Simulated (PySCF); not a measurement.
**A small calculation by hand: oscillator strength and radiative lifetime**

Al(H)2(NCO) (CH₂AlNO), SMILES O=C=[N][AlH2].

Geometry optimised at B3LYP-D3(BJ)/def2-SVP.

TDA-PBE0/def2-SVPD (PySCF) puts the first singlet state with f over 0.02 at 6.22 eV (vertical), with the transition dipole (0.000, 0.000, 0.858) in atomic units.

Q: Find the oscillator strength, the wavelength and the radiative lifetime that this transition would have in vacuum if emission retraced absorption.

A: 
|μ|² = 0.7362 au, so |μ| = 2.18 D. ΔE = 6.22/27.211 = 0.2286 hartree. f = (2/3) ΔE |μ|² = 0.112 (the program prints 0.112).
λ = 1239.84/6.22 = 199 nm; ν = 50168 cm⁻¹.
Einstein's coefficient A = 0.6670 ν² f s⁻¹ (ν in cm⁻¹) = 1.9e8 s⁻¹, so τ = 1/A = 5.3 ns. This state is S3; the lower singlets have f = 0.000, 0.000. The figure is the radiative limit of this one transition; relaxation, internal conversion, crossing to triplets and a medium change what is measured.
